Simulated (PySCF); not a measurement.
NICS in rings of unrelated molecules.

Probes without a nucleus sit at each ring's centroid and 1 Å off its mean plane on both sides; NICS is minus the shielding there, NICSzz its component along the normal. Level: GIAO PBE0/pcSseg-1 (PySCF, non-relativistic, gas phase) on the GFN2-xTB geometries, one conformer each. Atom numbers follow the mapped SMILES.

Task: Order these rings by mean NICS(1)zz, lowest (most negative) first (ppm).
A. ring C3–C4–C5–C6–C7–C8 in `[CH:1]1=[CH:2][c:3]2[cH:4][cH:5][cH:6][cH:7][c:8]2[SiH2:9]1`
B. ring C3–C4–C5 in `[CH3:1][CH2:2][CH:3]1[CH:4]=[CH:5]1`
C. ring C1–C2–C3–C4–C5 in `[CH:1]1=[CH:2][CH2:3][CH2:4][CH2:5]1`
D. ring C3–O4–C5–C6–Si7 in `[N:1]#[C:2][C@@H:3]1[O:4][CH2:5][CH2:6][SiH2:7]1`
E. ring C4–C5–C6–C7–C8–C9 in `[CH:1]#[C:2][SiH2:3][c:4]1[cH:5][cH:6][cH:7][cH:8][cH:9]1`
F. ring C4–C5–C6–C7–Si9 in `[CH2:1]=[C:2]([Cl:3])[C@H:4]1[CH2:5][CH2:6][C:7](=[O:8])[SiH2:9]1`
G. ring C2–N3–N4–C5–O10 in `[CH3:1][c:2]1[n:3][n:4][c:5]([Si:6]([CH3:7])([CH3:8])[CH3:9])[o:10]1`

Result: E (-28.9), G (-27.5), A (-25.9), B (-15.3), D (-5.8), C (-3.8), F (0.0).

| SMILES | ring | NICS(0) | NICS(1) | NICS(1)zz | HOMA | rms pucker (Å) | ring atoms with four or more neighbours |
| --- | --- | --- | --- | --- | --- | --- | --- |
| C#C[SiH2]c1ccccc1 | 6-membered carbocycle; formal bonds all aromatic | -7.9 | -11.3 | -28.9 | 1.00 | 0.00 | 0 |
| Cc1nnc([Si](C)(C)C)o1 | 5-membered ring with 2 N and O; formal bonds all aromatic | -10.2 | -11.0 | -27.5 | 0.39 | 0.00 | 0 |
| C1=Cc2ccccc2[SiH2]1 | 6-membered carbocycle; formal bonds all aromatic | -7.0 | -10.4 | -25.9 | 0.98 | 0.00 | 0 |
| CCC1C=C1 | 3-membered carbocycle; formal bonds 1 double, 2 single | -28.6 | -7.0 | -15.3 | – | 0.00 | 1 |
| N#C[C@@H]1OCC[SiH2]1 | 5-membered ring with O and Si; formal bonds all single | -7.2 | -4.2 | -5.8 | – | 0.18 | 4 |
| C1=CCCC1 | 5-membered carbocycle; formal bonds 1 double, 4 single | -2.6 | -3.1 | -3.8 | – | 0.08 | 3 |
| C=C(Cl)[C@H]1CCC(=O)[SiH2]1 | 5-membered ring with Si; formal bonds all single | 2.2 | -1.7 | 0.0 | – | 0.19 | 4 |

NICS(0) gives another order. The isotropic NICS(1) gives the same order. HOMA uses Krygowski's 1993 parameters; it is left out where a ring has a four-coordinate atom, a triple bond, no multiple bond or a kind of bond without parameters. NICS(1) and NICS(1)zz are means over the two faces.
